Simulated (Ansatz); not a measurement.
Reaction (formal exchange of groups at the Se–B bond): `B[Se]C=C` + `O[SiH3]` → `C=C[Se][SiH2]O` + BH₃

Calculated with Ansatz (gas phase, PBE0-D4/def2-TZVP geometries, no zero-point term in ΔE). CCSD(T)/CBS is the MP2 limit (def2-TZVPP, def2-QZVPP) plus CCSD(T) − MP2 in def2-TZVPP, frozen cores. This one scheme is used for every species. DFT in def2-TZVPP. For Se outer-core shells are correlated without core-valence functions, which leaves a few kJ/mol of doubt a bond. Scalar relativity is left out up to krypton. One conformer a species, not always the lowest.

Problem. Is it downhill or uphill in electronic energy at CCSD(T)/CBS, and by how much? (Estimate.)

Solution. Ansatz gave: Uphill: ΔE = +8.2 kcal/mol.

Problem. What do these levels give: r2SCAN-D4, ωB97X-V, B2PLYP, MP2/def2-TZVPP, CCSD(T)/def2-TZVPP, SCS-MP2/def2-QZVPP? (Best estimate.)

Solution. The calculation gave: r2SCAN-D4 9.1, ωB97X-V 7.6, B2PLYP 9.3, MP2/def2-TZVPP 8.3, CCSD(T)/def2-TZVPP 9.1, SCS-MP2/def2-QZVPP 7.8 kcal/mol.

Largest T1 diagnostic among the species: 0.013.

In def2-TZVPP, CCSD(T) changes the Hartree–Fock value by +2.2 kcal/mol (the triples alone add +0.3 kcal/mol) and MP2 by +1.4 kcal/mol. The D4 term adds −2.3 kcal/mol with B3LYP and −1.3 kcal/mol with PBE0; it sums over pairs of atoms, weighted by their polarisabilities, and B3LYP, whose exchange is more repulsive, gets the larger term.

B3LYP here is the variant with VWN-RPA as its local correlation; programs differ in this.
